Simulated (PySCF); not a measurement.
Orbital picture of TeCl

B3LYP at R = 2.356 Å; Te x2c-SVPall, Cl x2c-SVPall; spin-free X2C with a Gaussian nucleus (PySCF 2.14). State: ²Π (doublet), unpaired electrons π ↑. Only the outer orbitals are listed, counted within each symmetry.

```csv
spin,orbital,occ.,ε (eV),on Te (%),main shells (%)
α,13σ,1,-22.67,11,88 Cl s
α,14σ,1,-17.01,85,"85 Te s, 9 Cl s"
α,15σ,1,-10.50,37,"61 Cl p, 31 Te p"
α,7π,1,-9.61,23,"77 Cl p, 22 Te p"
α,7π,1,-9.25,16,"84 Cl p, 14 Te p"
α,8π,1,-7.09,78,"78 Te p, 22 Cl p"
α,8π,1,-6.23,85,"85 Te p, 14 Cl p"
α,16σ,0,-2.67,72,"66 Te p, 28 Cl p"
α,17σ,0,4.56,101,94 Te s
α,9π,0,7.66,93,92 Te d
β,13σ,1,-22.51,10,88 Cl s
β,14σ,1,-16.30,84,"84 Te s, 8 Cl s"
β,15σ,1,-10.33,38,"61 Cl p, 29 Te p"
β,7π,1,-9.19,14,"86 Cl p, 13 Te p"
β,7π,1,-9.08,12,"87 Cl p, 11 Te p"
β,8π,1,-5.98,87,"87 Te p, 13 Cl p"
β,8π,0,-4.54,89,"88 Te p, 11 Cl p"
β,16σ,0,-2.43,73,"68 Te p, 26 Cl p"
β,17σ,0,4.85,101,95 Te s
```

Task: Which are the highest filled and the lowest empty level, where do they sit, and how wide is the gap?

Result: Highest filled β 8π at -5.98 eV (in %: 87 Te p, 13 Cl p); lowest empty β 8π at -4.54 eV (in %: 88 Te p, 11 Cl p); the gap at B3LYP is 1.44 eV. Both belong to one degenerate shell, split only by its one-sided filling, so this is no excitation gap.

* bond order (Mayer): 1.16
* ⟨S²⟩: 0.752
* charge on Te (Mulliken, basis-dependent): 0.20
* charge on Te (Löwdin, basis-dependent): 0.09
* dipole moment (positive dipole means Te(−)Cl(+)): -1.60 D
* polarisability along the bond: 55.6 bohr³
* polarisability across the bond: 25.8 bohr³

Shares are Mulliken populations and can fall outside 0 to 100 %.

Spin–orbit coupling is left out. The state was picked by a PBE0 search and need not be the measured ground state.
